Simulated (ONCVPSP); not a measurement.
**An all-electron radial function and its pseudo partner (S (Z = 16))**

Columns: radius, all-electron u(r) and pseudo u(r) of the 3s shell (level -17.26 eV) of sulfur in the configuration [Ne] 3s2 3p4; PBE, scalar-relativistic, ONCV scheme, ONCVPSP 4.0.1.

```
r (bohr)  all-electron  pseudo
   0.082        0.1642  0.0100
   0.165       -0.1335  0.0248
   0.248       -0.3486  0.0484
   0.330       -0.4066  0.0831
   0.413       -0.3444  0.1310
   0.495       -0.2125  0.1910
   0.578       -0.0464  0.2632
   0.660        0.1237  0.3430
   0.742        0.2840  0.4275
   0.825        0.4276  0.5132
   0.908        0.5488  0.5945
   0.990        0.6457  0.6668
   1.072        0.7211  0.7284
   1.155        0.7769  0.7782
   1.238        0.8141  0.8141
   1.320        0.8348  0.8348
   1.402        0.8421  0.8421
   1.485        0.8381  0.8381
   1.568        0.8249  0.8249
   1.650        0.8047  0.8047
   1.733        0.7788  0.7788
   1.815        0.7491  0.7491
   1.898        0.7162  0.7162
   1.980        0.6818  0.6818
   2.062        0.6465  0.6465
   2.145        0.6103  0.6103
```

Question: How many radial nodes do the two functions have?

Answer: The all-electron 3s function has n − l − 1 = 2; the pseudo-wave has 0, since the states of the same l below it are removed with the core.

Question: At about which radius was the pseudo-wave matched?

Answer: 1.25 bohr, where the columns begin to agree (steps of 0.08 bohr).

Question: Where does each function peak?

Answer: Outermost all-electron maximum near 1.40 bohr, pseudo maximum near 1.40 bohr (to the table’s step).

Question: Is the pseudo-wave norm-conserving?

Answer: Yes: the ONCV scheme keeps the norm inside the radius equal to the all-electron one, which fixes the energy derivative of the logarithmic derivative at the level.
